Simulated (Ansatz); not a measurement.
`CCC1C=CCC1` and `CC1C=CCC1` differ in one atom or group.

Ansatz, PBE0-D4/def2-TZVP geometries, multiplicity 1. Each molecule was computed in one conformer, which needn't be the lowest.

| property | `CCC1C=CCC1` |
| --- | --- |
| HOMO–LUMO gap (ωB97M-V/def2-TZVPP) / eV | 11.70 |
| LUMO energy (B3LYP/def2-TZVPP) / eV | 0.36 |
| vertical ionisation energy (CCSD(T)/CBS(def2)) / eV | 9.26 |
| LUMO energy (PBE0/def2-TZVPP) / eV | 0.60 |
| HOMO energy (PBE0/def2-TZVPP) / eV | -6.82 |
| LUMO energy (PBE/def2-TZVPP) / eV | -0.44 |

Task: Give the same properties after the change, and the shifts. (An estimate is asked.)

Result: The calculation gave: 
| property | `CC1C=CCC1` | shift |
| --- | --- | --- |
| HOMO–LUMO gap (ωB97M-V/def2-TZVPP) / eV | 11.53 | -0.17 |
| LUMO energy (B3LYP/def2-TZVPP) / eV | 0.29 | -0.07 |
| vertical ionisation energy (CCSD(T)/CBS(def2)) / eV | 9.32 | 0.06 |
| LUMO energy (PBE0/def2-TZVPP) / eV | 0.55 | -0.05 |
| HOMO energy (PBE0/def2-TZVPP) / eV | -6.86 | -0.04 |
| LUMO energy (PBE/def2-TZVPP) / eV | -0.48 | -0.04 |

B3LYP here is the variant with VWN-RPA as its local correlation; programs differ in this.
